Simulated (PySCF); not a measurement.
InI₂⁺ (singlet). All numbers come from PBE0 in PySCF with In def2-TZVP with ECP28, I def2-TZVP with ECP28; scalar-relativistic core potentials, no spin–orbit coupling; density-fitted integrals.

Harmonic bands of its minimum:

```
ω (cm⁻¹)  IR (km/mol, summed over degenerate members)  degeneracy
      57                                          4.7           2
     165                                          0.0           1
     304                                         27.5           1
```

Task: The central atom is In. Infer the point group and assign the bands.

Result: D∞h. The modes span πu + σg+ + σu+: 57 πu, 165 σg+, 304 σu+. The computed geometry has In–I 2.542 Å (×2); I–In–I 180.0°.

Other isomers or separated fragments may lie lower.
